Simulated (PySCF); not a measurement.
CH9AlO2Si2, triplet, at the geometry of the source list (a higher spin typed on purpose: for a closed-shell molecule this is an excited state); MP2/STO-3G (PySCF).

Input for PySCF:
```python
from pyscf import gto, scf, mp

mol = gto.Mole()
mol.atom = '''
    Al    0.233200    0.341400    0.330500
    C     1.062400    1.710500    1.504600
    H     1.718800    1.275400    2.256400
    H     0.288800    2.282900    2.017200
    H     1.643600    2.424700    0.920000
    O    -0.892300    0.821200   -0.819400
    Si   -1.968600    1.221900   -1.971500
    H    -3.294700    0.889700   -1.445500
    H    -1.650000    0.459900   -3.184500
    H    -1.815700    2.663100   -2.189200
    O     0.607800   -1.293600    0.447100
    Si    0.946900   -2.881100    0.516100
    H    -0.285100   -3.571500    0.904000
    H     1.993500   -3.053900    1.525600
    H     1.411400   -3.290800   -0.811400
'''
mol.basis = 'sto-3g'
mol.charge = 0
mol.spin = 2
mol.verbose = 5
mol.build()

mf = scf.UHF(mol)
mf.kernel()

pt = mp.MP2(mf, frozen=18)
pt.kernel()
print('E(MP2) = %.10f' % pt.e_tot)
mf.analyze()
```

What does PySCF print? Leave out banner, timings and long lists.


```
PySCF version 2.14.0

[INPUT] verbose = 5
[INPUT] max_memory = 4000
[INPUT] num. atoms = 15
[INPUT] num. electrons = 72
[INPUT] charge = 0
[INPUT] spin (= nelec alpha-beta = 2S) = 2
[INPUT] symmetry False subgroup None
[INPUT] Mole.unit = angstrom
[INPUT] Symbol           X                Y                Z      unit          X                Y                Z       unit  Magmom
[...]
[INPUT] ---------------- BASIS SET ----------------
[INPUT] l, kappa, [nprim/nctr], expnt,             c_1 c_2 ...
[INPUT] O
[...]
                                23.808861         0.53532814
                                6.4436083         0.44463454
[...]
                                1.1695961         0.39951283
                                0.380389          0.70011547
[...]
                                1.1695961         0.60768372
                                0.380389          0.39195739
[INPUT] Si
[...]
                                74.28083305       0.5353281423
                                20.10329229       0.4446345422
[...]
                                5.389706871       0.3995128261
                                1.752899952       0.7001154689
[...]
                                0.4125648801      0.2255954336
                                0.1614750979      0.900398426
[...]
                                5.389706871       0.6076837186
                                1.752899952       0.3919573931
[...]
                                0.4125648801      0.5951670053
                                0.1614750979      0.462001012
[INPUT] C
[...]
                                13.045096         0.53532814
                                3.5305122         0.44463454
[...]
                                0.6834831         0.39951283
                                0.2222899         0.70011547
[...]
                                0.6834831         0.60768372
                                0.2222899         0.39195739
[INPUT] Al
[...]
                                64.01186067       0.5353281423
                                17.32410761       0.4446345422
[...]
                                4.391813233       0.3995128261
                                1.42835397        0.7001154689
[...]
                                0.3893265318      0.2255954336
                                0.1523797659      0.900398426
[...]
                                4.391813233       0.6076837186
                                1.42835397        0.3919573931
[...]
                                0.3893265318      0.5951670053
                                0.1523797659      0.462001012
[INPUT] H
[...]
                                0.62391373        0.53532814
                                0.1688554         0.44463454

nuclear repulsion = 414.071987970962
number of shells = 33
number of NR pGTOs = 153
number of NR cGTOs = 51
basis = sto-3g
ecp = {}

******** <class 'pyscf.scf.uhf.UHF'> ********
method = UHF
initial guess = minao
damping factor = 0
level_shift factor = 0
DIIS = <class 'pyscf.scf.diis.CDIIS'>
diis_start_cycle = 1
diis_space = 8
diis_damp = 0
SCF conv_tol = 1e-09
SCF conv_tol_grad = None
SCF max_cycles = 50
direct_scf = True
direct_scf_tol = 1e-13
number electrons alpha = 37  beta = 35
Set gradient conv threshold to 3.16228e-05
E1 = -2206.980203570472  E2 = 792.5913723459652  Ecoul = 876.0886074847098  Exc = -83.4972351387446
init E= -1000.31684325354
cond(S) = 9.640363461875888

  alpha mo_energy =
[-6.80272428e+01 -6.80272294e+01 -5.78402875e+01 -2.07786080e+01
 -2.07782351e+01 -1.12041922e+01 -6.04364317e+00 -6.04353912e+00
 -4.82353080e+00 -4.05035876e+00 -4.05028435e+00 -4.04743689e+00
 -4.04743234e+00 -4.04741582e+00 -4.04739825e+00 -3.03867782e+00
 -3.03388526e+00 -3.02705209e+00 -1.74182082e+00 -1.68030006e+00
 -1.28637727e+00 -9.76828888e-01 -9.27409497e-01 -7.07677009e-01
 -6.48886979e-01 -6.43521725e-01 -6.41841904e-01 -6.21451517e-01
 -6.16005316e-01 -5.44504112e-01 -5.40796803e-01 -4.34237777e-01
 -4.33183242e-01 -4.28581593e-01 -4.25554917e-01 -3.94849565e-01
  4.23504275e-02  1.68772044e-01  2.34840854e-01  3.06442256e-01
  3.20475256e-01  3.27225570e-01  4.07777153e-01  4.12563016e-01
  4.16369139e-01  4.18258608e-01  4.55955026e-01  5.00273482e-01
  5.02770054e-01  5.47466781e-01  5.86440038e-01]
  beta  mo_energy =
[-6.80272428e+01 -6.80272294e+01 -5.78402875e+01 -2.07786080e+01
 -2.07782351e+01 -1.12041922e+01 -6.04364317e+00 -6.04353912e+00
 -4.82353080e+00 -4.05035876e+00 -4.05028435e+00 -4.04743689e+00
 -4.04743234e+00 -4.04741582e+00 -4.04739825e+00 -3.03867782e+00
 -3.03388526e+00 -3.02705209e+00 -1.74182082e+00 -1.68030006e+00
 -1.28637727e+00 -9.76828888e-01 -9.27409497e-01 -7.07677009e-01
 -6.48886979e-01 -6.43521725e-01 -6.41841904e-01 -6.21451517e-01
 -6.16005316e-01 -5.44504112e-01 -5.40796803e-01 -4.34237777e-01
 -4.33183242e-01 -4.28581593e-01 -4.25554917e-01 -3.94849565e-01
  4.23504275e-02  1.68772044e-01  2.34840854e-01  3.06442256e-01
  3.20475256e-01  3.27225570e-01  4.07777153e-01  4.12563016e-01
  4.16369139e-01  4.18258608e-01  4.55955026e-01  5.00273482e-01
  5.02770054e-01  5.47466781e-01  5.86440038e-01]
multiplicity <S^2> = 2  2S+1 = 3
E1 = -2227.2041190751233  E2 = 813.0655813530827  Ecoul = 898.1488452671044  Exc = -85.0832639140217
cycle= 1 E= -1000.06654975108  delta_E= 0.25  |g|= 0.549  |ddm|= 3.47

  alpha mo_energy =
[-6.79727221e+01 -6.79705818e+01 -5.77453009e+01 -1.95665987e+01
 -1.95654918e+01 -1.11491006e+01 -5.94155467e+00 -5.93980895e+00
 -4.66575852e+00 -3.96592827e+00 -3.96567140e+00 -3.96501846e+00
 -3.96423304e+00 -3.96389175e+00 -3.96326422e+00 -2.88406985e+00
 -2.88141604e+00 -2.87527327e+00 -1.02690919e+00 -9.24281781e-01
 -9.11227935e-01 -6.28788777e-01 -6.28087662e-01 -6.25496706e-01
 -6.19116794e-01 -5.60845965e-01 -4.13948116e-01 -4.13499922e-01
 -4.11022080e-01 -4.10123118e-01 -3.14647506e-01 -2.51429903e-01
 -9.08759506e-02 -6.94722040e-02 -4.17485072e-02 -3.63882386e-02
[...]
SCF not converged.
E(UMP2) = -1000.5961553137  E_corr = -0.250238358953339
E(SCS-UMP2) = -1000.60835576856  E_corr = -0.262438813808328
E(MP2) = -1000.5961553137
Total Energy =                       -1000.345916954750010
[...]
10 O 2py         0.33754   0.16219  -0.01698  -0.09210   0.23320
10 O 2pz         0.07513   0.02130   0.02433   0.00042  -0.11651
11 Si 1s         0.00046   0.00019  -0.00001  -0.00010   0.00023
11 Si 2s        -0.00184  -0.00080   0.00005   0.00041  -0.00099
11 Si 3s         0.21459   0.09155  -0.00615  -0.04667   0.10336
11 Si 2px        0.00409   0.00113  -0.00083  -0.00035  -0.00043
11 Si 2py       -0.00521  -0.00229   0.00002   0.00124  -0.00324
11 Si 2pz        0.00314   0.00081   0.00058  -0.00012  -0.00118
11 Si 3px       -0.15789  -0.04640   0.02891   0.01575   0.00795
11 Si 3py        0.27482   0.11963  -0.00350  -0.06328   0.15293
11 Si 3pz       -0.10880  -0.02839  -0.01980   0.00418   0.04076
12 H 1s         -0.09046  -0.02830   0.01999   0.01084  -0.00489
13 H 1s          0.03248  -0.00296  -0.00158   0.00879  -0.05181
14 H 1s         -0.08873  -0.02984  -0.01431   0.01011   0.00031
               #51
0 Al 1s          0.00004
0 Al 2s         -0.00042
0 Al 3s         -0.00925
0 Al 2px         0.00931
0 Al 2py        -0.01677
0 Al 2pz         0.00724
0 Al 3px        -0.33721
0 Al 3py         0.57761
0 Al 3pz        -0.26624
1 C 1s           0.00029
1 C 2s          -0.01573
1 C 2px          0.15625
1 C 2py         -0.15033
1 C 2pz          0.14853
2 H 1s          -0.16010
3 H 1s           0.07769
4 H 1s           0.06349
5 O 1s           0.00131
5 O 2s          -0.09322
5 O 2px         -0.22466
5 O 2py         -0.02748
5 O 2pz         -0.25613
6 Si 1s         -0.00024
6 Si 2s          0.00106
6 Si 3s         -0.10953
6 Si 2px         0.00188
6 Si 2py        -0.00175
6 Si 2pz         0.00194
6 Si 3px        -0.09558
6 Si 3py         0.07134
6 Si 3pz        -0.09950
7 H 1s           0.02432
8 H 1s           0.03022
9 H 1s           0.00258
10 O 1s         -0.00150
10 O 2s          0.10687
10 O 2px        -0.02359
10 O 2py         0.38306
10 O 2pz         0.04938
11 Si 1s         0.00028
11 Si 2s        -0.00124
11 Si 3s         0.12950
11 Si 2px        0.00135
11 Si 2py       -0.00342
11 Si 2pz        0.00083
11 Si 3px       -0.05678
11 Si 3py        0.17105
11 Si 3pz       -0.02939
12 H 1s         -0.02918
13 H 1s         -0.00729
14 H 1s         -0.02997

To work with the spin densities directly, `use mulliken_meta_spin()` only printing them here.

 ** Mulliken spin pop alpha/beta on meta-lowdin orthogonal AOs **
 ** Mulliken Spin Density (per AO)  **
spin_pop of  0 Al 1s        0.00000
spin_pop of  0 Al 2s        0.00009
spin_pop of  0 Al 3s        0.51775
spin_pop of  0 Al 2px      -0.00013
spin_pop of  0 Al 2py      -0.00011
spin_pop of  0 Al 2pz      -0.00017
spin_pop of  0 Al 3px       0.02148
spin_pop of  0 Al 3py      -0.02745
spin_pop of  0 Al 3pz      -0.01878
spin_pop of  1 C 1s       -0.00001
spin_pop of  1 C 2s        0.15115
spin_pop of  1 C 2px       0.13880
spin_pop of  1 C 2py       0.33387
spin_pop of  1 C 2pz       0.24126
spin_pop of  2 H 1s       -0.03650
spin_pop of  3 H 1s       -0.03514
spin_pop of  4 H 1s       -0.03910
spin_pop of  5 O 1s        0.00001
spin_pop of  5 O 2s        0.06836
spin_pop of  5 O 2px       0.02908
spin_pop of  5 O 2py       0.13456
spin_pop of  5 O 2pz       0.07191
spin_pop of  6 Si 1s        0.00000
spin_pop of  6 Si 2s        0.00000
spin_pop of  6 Si 3s        0.01362
spin_pop of  6 Si 2px       0.00001
spin_pop of  6 Si 2py      -0.00000
spin_pop of  6 Si 2pz       0.00002
spin_pop of  6 Si 3px       0.02398
spin_pop of  6 Si 3py       0.00156
spin_pop of  6 Si 3pz       0.02893
spin_pop of  7 H 1s       -0.00006
spin_pop of  8 H 1s        0.00729
spin_pop of  9 H 1s       -0.00182
spin_pop of  10 O 1s        0.00001
spin_pop of  10 O 2s        0.07239
spin_pop of  10 O 2px       0.04245
spin_pop of  10 O 2py       0.07715
spin_pop of  10 O 2pz       0.10475
spin_pop of  11 Si 1s        0.00000
spin_pop of  11 Si 2s        0.00000
spin_pop of  11 Si 3s        0.01511
spin_pop of  11 Si 2px      -0.00000
spin_pop of  11 Si 2py       0.00004
spin_pop of  11 Si 2pz      -0.00001
spin_pop of  11 Si 3px       0.00323
spin_pop of  11 Si 3py       0.05766
spin_pop of  11 Si 3pz      -0.00173
spin_pop of  12 H 1s        0.00238
spin_pop of  13 H 1s       -0.00149
spin_pop of  14 H 1s        0.00357
 ** Mulliken Spin Density (per atom)  **
spin density of  0 Al =      0.49268
spin density of  1 C =      0.86508
spin density of  2 H =     -0.03650
spin density of  3 H =     -0.03514
spin density of  4 H =     -0.03910
spin density of  5 O =      0.30393
spin density of  6 Si =      0.06811
spin density of  7 H =     -0.00006
spin density of  8 H =      0.00729
spin density of  9 H =     -0.00182
spin density of  10 O =      0.29675
spin density of  11 Si =      0.07430
spin density of  12 H =      0.00238
spin density of  13 H =     -0.00149
spin density of  14 H =      0.00357
 ** Mulliken pop alpha/beta on meta-lowdin orthogonal AOs **
 ** Mulliken pop       alpha | beta **
In total            37.00000 | 35.00000
 ** Mulliken atomic charges   ( Nelec_alpha | Nelec_beta ) **
charge of  0Al =      0.55993  (     6.46638      5.97369 )
charge of  1C =     -0.14820  (     3.50664      2.64156 )
charge of  2H =      0.03531  (     0.46410      0.50060 )
charge of  3H =      0.03121  (     0.46683      0.50196 )
charge of  4H =      0.03634  (     0.46228      0.50138 )
charge of  5O =     -0.45295  (     4.37844      4.07451 )
charge of  6Si =      0.69485  (     6.68663      6.61852 )
charge of  7H =     -0.16655  (     0.58325      0.58330 )
charge of  8H =     -0.15918  (     0.58324      0.57595 )
charge of  9H =     -0.16655  (     0.58236      0.58418 )
charge of  10O =     -0.45716  (     4.37696      4.08020 )
charge of  11Si =      0.69163  (     6.69133      6.61703 )
charge of  12H =     -0.16750  (     0.58494      0.58256 )
charge of  13H =     -0.16825  (     0.58338      0.58487 )
charge of  14H =     -0.16293  (     0.58325      0.57968 )
Dipole moment(X, Y, Z, Debye):  0.17756,  1.06756,  1.09999
```

The run did not converge; its last values are not results.
